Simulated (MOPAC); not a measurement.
Input file for MOPAC: PM3 on CH10Si2 (a complex).

```
PM3 1SCF PRECISE CHARGE=0 THREADS=1
CH10Si2

Si     0.01589091 1    -0.30158585 1     0.19159902 1
H     -1.17819869 1    -0.19754552 1     1.05935938 1
H     -0.36600159 1    -0.03244797 1    -1.21292597 1
H      0.57665934 1    -1.66818226 1     0.29681122 1
H      1.03143585 1     0.68019181 1     0.63077815 1
C      0.83062021 1    -0.75784230 1     4.03037128 1
Si    -0.38618180 1     0.64894022 1     4.27898126 1
H      0.64839607 1    -1.28089701 1     3.09046262 1
H      0.74497113 1    -1.48666935 1     4.83851138 1
H      1.85697382 1    -0.38696624 1     4.01737619 1
H     -0.21719539 1     1.68481659 1     3.23246118 1
H     -0.17097757 1     1.28528385 1     5.60183944 1
H     -1.78133523 1     0.14952510 1     4.22215557 1
```

Output:

```
*******************************************************************************
 **                                                                           **
 **                              MOPAC v23.2.5                                **
 **                                                                           **
 *******************************************************************************
 ** MOPAC's Digital Object Identifier: https://doi.org/10.5281/zenodo.6511958 **
 **                                                                           **
 ** Please cite the open-source release paper for use of this MOPAC version:  **
 ** J. E. Moussa and J. J. P. Stewart (2026)                                  **
 ** MOPAC: An open-source semiempirical molecular orbital program             **
 ** J. Open Source Softw., 11(119), 8025, https://doi.org/10.21105/joss.08025 **
 *******************************************************************************

                              PM3 CALCULATION RESULTS

 *******************************************************************************
 *  PM3        - The PM3 Hamiltonian to be used
 *
 *
 *
 *                 CHARGE ON SYSTEM = 0
 *
 *
 *
 *  PRECISE    - TIGHTER CRITERIA TO BE USED
 *  1SCF       - DO 1 SCF AND THEN STOP
 *  THREADS=1  - MULTI-THREADING NOT USED
 *  T=         - A TIME OF 172800.0 SECONDS REQUESTED
 *  DUMP=N     - RESTART FILE WRITTEN EVERY 7200.0 SECONDS REQUESTED
 *******************************************************************************
PM3 1SCF PRECISE CHARGE=0 THREADS=1
 CH10Si2

   ATOM   CHEMICAL          X               Y               Z
  NUMBER   SYMBOL      (ANGSTROMS)     (ANGSTROMS)     (ANGSTROMS)

     1      Si          0.01589091  *  -0.30158585  *   0.19159902  *
     2       H         -1.17819869  *  -0.19754552  *   1.05935938  *
     3       H         -0.36600159  *  -0.03244797  *  -1.21292597  *
     4       H          0.57665934  *  -1.66818226  *   0.29681122  *
     5       H          1.03143585  *   0.68019181  *   0.63077815  *
     6       C          0.83062021  *  -0.75784230  *   4.03037128  *
     7      Si         -0.38618180  *   0.64894022  *   4.27898126  *
     8       H          0.64839607  *  -1.28089701  *   3.09046262  *
     9       H          0.74497113  *  -1.48666935  *   4.83851138  *
    10       H          1.85697382  *  -0.38696624  *   4.01737619  *
    11       H         -0.21719539  *   1.68481659  *   3.23246118  *
    12       H         -0.17097757  *   1.28528385  *   5.60183944  *
    13       H         -1.78133523  *   0.14952510  *   4.22215557  *



          CARTESIAN COORDINATES

    NO.       ATOM           X           Y           Z

     1        Si          0.0159     -0.3016      0.1916
     2         H         -1.1782     -0.1975      1.0594
     3         H         -0.3660     -0.0324     -1.2129
     4         H          0.5767     -1.6682      0.2968
     5         H          1.0314      0.6802      0.6308
     6         C          0.8306     -0.7578      4.0304
     7        Si         -0.3862      0.6489      4.2790
     8         H          0.6484     -1.2809      3.0905
     9         H          0.7450     -1.4867      4.8385
    10         H          1.8570     -0.3870      4.0174
    11         H         -0.2172      1.6848      3.2325
    12         H         -0.1710      1.2853      5.6018
    13         H         -1.7813      0.1495      4.2222

  H: (PM3): J. J. P. STEWART, J. COMP. CHEM. 10, 209 (1989).
  C: (PM3): J. J. P. STEWART, J. COMP. CHEM. 10, 209 (1989).
 Si: (PM3): J. J. P. STEWART, J. COMP. CHEM. 10, 209 (1989).

           Empirical Formula: C H10 Si2  =    13 atoms



      MOLECULAR POINT GROUP   :   C1


      RHF CALCULATION, NO. OF DOUBLY OCCUPIED LEVELS = 11


 -------------------------------------------------------------------------------
 PM3 1SCF PRECISE CHARGE=0 THREADS=1
 CH10Si2



     1SCF WAS SPECIFIED, SO BFGS WAS NOT USED
     SCF FIELD WAS ACHIEVED


                              PM3 CALCULATION
                                                       MOPAC v23.2.5 Linux




          FINAL HEAT OF FORMATION =          8.07515 KCAL/MOL =      33.78643 KJ/MOL


          COSMO AREA              =        154.77 SQUARE ANGSTROMS
          COSMO VOLUME            =        150.57 CUBIC ANGSTROMS

          IONIZATION POTENTIAL    =         10.803894 EV
          HOMO LUMO ENERGIES (EV) =        -10.804  0.674
          NO. OF FILLED LEVELS    =         11
          MOLECULAR WEIGHT        =         78.2610         POINT GROUP:  C1

          MOLECULAR DIMENSIONS (Angstroms)

            Atom       Atom       Distance
            H    12    H     3     6.94374
            H    10    H    13     3.67788
            H     9    H    11     3.26456


          SCF CALCULATIONS        =          1





   ATOM   CHEMICAL          X               Y               Z
  NUMBER   SYMBOL      (ANGSTROMS)     (ANGSTROMS)     (ANGSTROMS)

     1      Si          0.01589091  *  -0.30158585  *   0.19159902  *
     2       H         -1.17819869  *  -0.19754552  *   1.05935938  *
     3       H         -0.36600159  *  -0.03244797  *  -1.21292597  *
     4       H          0.57665934  *  -1.66818226  *   0.29681122  *
     5       H          1.03143585  *   0.68019181  *   0.63077815  *
     6       C          0.83062021  *  -0.75784230  *   4.03037128  *
     7      Si         -0.38618180  *   0.64894022  *   4.27898126  *
     8       H          0.64839607  *  -1.28089701  *   3.09046262  *
     9       H          0.74497113  *  -1.48666935  *   4.83851138  *
    10       H          1.85697382  *  -0.38696624  *   4.01737619  *
    11       H         -0.21719539  *   1.68481659  *   3.23246118  *
    12       H         -0.17097757  *   1.28528385  *   5.60183944  *
    13       H         -1.78133523  *   0.14952510  *   4.22215557  *

                             CARTESIAN COORDINATES

   1   Si        0.015890910    -0.301585850     0.191599020
   2    H       -1.178198690    -0.197545520     1.059359380
   3    H       -0.366001590    -0.032447970    -1.212925970
   4    H        0.576659340    -1.668182260     0.296811220
   5    H        1.031435850     0.680191810     0.630778150
   6    C        0.830620210    -0.757842300     4.030371280
   7   Si       -0.386181800     0.648940220     4.278981260
   8    H        0.648396070    -1.280897010     3.090462620
   9    H        0.744971130    -1.486669350     4.838511380
  10    H        1.856973820    -0.386966240     4.017376190
  11    H       -0.217195390     1.684816590     3.232461180
  12    H       -0.170977570     1.285283850     5.601839440
  13    H       -1.781335230     0.149525100     4.222155570


           Empirical Formula: C H10 Si2  =    13 atoms



      MOLECULAR POINT GROUP   :   C1


                  EIGENVALUES
 -28.93497 -16.84673 -15.72446 -14.08893 -14.07997 -11.88676 -11.75804 -11.62444
 -11.25918 -10.99819 -10.80389   0.67366   0.80793   1.79242   2.23135   2.26037
   2.28688   2.31049   2.34847   4.65326   4.71629   4.76409


              NET ATOMIC CHARGES AND DIPOLE CONTRIBUTIONS

  ATOM NO.   TYPE          CHARGE      No. of ELECS.   s-Pop       p-Pop
    1         Si           0.463898        3.5361     0.91802     2.61809
    2          H          -0.108545        1.1085     1.10854
    3          H          -0.121414        1.1214     1.12141
    4          H          -0.119733        1.1197     1.11973
    5          H          -0.112348        1.1123     1.11235
    6          C          -0.278639        4.2786     1.15213     3.12651
    7         Si           0.455347        3.5447     0.95554     2.58912
    8          H           0.062285        0.9377     0.93771
    9          H           0.053097        0.9469     0.94690
   10          H           0.054962        0.9450     0.94504
   11          H          -0.111248        1.1112     1.11125
   12          H          -0.122085        1.1221     1.12209
   13          H          -0.115577        1.1156     1.11558
 DIPOLE           X         Y         Z       TOTAL
 POINT-CHG.     0.098    -0.126    -0.101     0.189
 HYBRID         0.147    -0.175    -0.012     0.229
 SUM            0.245    -0.301    -0.113     0.405


          ATOMIC ORBITAL ELECTRON POPULATIONS

     Atom    s        px        py        pz
    1 Si   0.91802   0.87803   0.87097   0.86908
    2  H   1.10854
    3  H   1.12141
    4  H   1.11973
    5  H   1.11235
    6  C   1.15213   1.04308   1.04699   1.03643
    7 Si   0.95554   0.85969   0.85440   0.87503
    8  H   0.93771
    9  H   0.94690
   10  H   0.94504
   11  H   1.11125
   12  H   1.12209
   13  H   1.11558

 **********************
 *                    *
 * JOB ENDED NORMALLY *
 *                    *
 **********************




 == MOPAC DONE ==
```

The run finished.

Cost: roughly 0.020 core-seconds.
